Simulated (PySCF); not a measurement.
## Radial density of Mo⁺ (molybdenum, charge +1)

LDA, [Kr] 4d5, high-spin 6S determinant. Calculation: PySCF 2.14, in x2c-SVPall (6s5p5d1f, 53 functions); scalar relativity by spin-free X2C-1e.

| r (bohr) | 4πr²ρ (e/bohr) | 4πr²(ρα − ρβ) |
| --- | --- | --- |
| 0.0319 | 50.77 | -0.0008 |
| 0.0537 | 44.89 | 0.0028 |
| 0.0904 | 62.23 | 0.0494 |
| 0.152 | 54.44 | 0.2779 |
| 0.256 | 42.95 | 0.5891 |
| 0.430 | 42.71 | 0.1591 |
| 0.723 | 12.44 | 0.5855 |
| 1.22 | 10.78 | 2.7801 |
| 2.05 | 3.155 | 2.0163 |
| 3.44 | 0.4327 | 0.4231 |
| 5.79 | 0.008829 | 0.0085 |
| 9.74 | 3.459e-05 | 0.0000 |

Densities and radii are taken from the X2C orbitals without a picture-change correction, which distorts them close to the nucleus.
